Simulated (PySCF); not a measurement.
# Ionisation energy of Ce³³⁺ by level of theory

Ce³³⁺ [Ar] 3d7 [3d3/2^4 3d5/2^3, M_J = 9/2] → Ce³⁴⁺ [Ar] 3d6 [3d3/2^4 3d5/2^2, M_J = 4], as a difference of total energies. All numbers are calculated (PySCF 2.14, the two-component X2C-1e Hamiltonian, in an uncontracted even-tempered set (16 s from 5.9 bohr⁻², ratio 2.8; 12 p from 7.6 bohr⁻², ratio 2.8; 8 d from 7.6 bohr⁻², ratio 2.8; 3 f from 29 bohr⁻², ratio 3)). Correlated levels: [Ne] frozen; the 74 highest virtual spinors dropped. "Screened" scales the spin-orbit matrix elements by Boettger's factors to mimic the two-electron term; Breit and QED terms are absent.

```tsv
method	ionisation energy (eV)
GHF (spin-free)	2187.0
GMP2 (spin-free)	2188.0
GHF (screened spin-orbit)	2185.9
GMP2 (screened spin-orbit)	2186.5
```

Breit and QED terms and the two-electron picture change are absent.

The spin-free rows relax to the high-spin LS determinant and lack the spin-orbit shift.

The labels give the starting determinants; with spin-orbit coupling the two ends relaxed to ⟨J²⟩ = 24.75, ⟨L²⟩ = 14.63, ⟨S²⟩ = 2.88 and ⟨J²⟩ = 20.03, ⟨L²⟩ = 9.70, ⟨S²⟩ = 4.03.

For comparison: 2185 ± 5 eV (theoretical estimate listed by NIST; NIST Atomic Spectra Database, ionization energies).
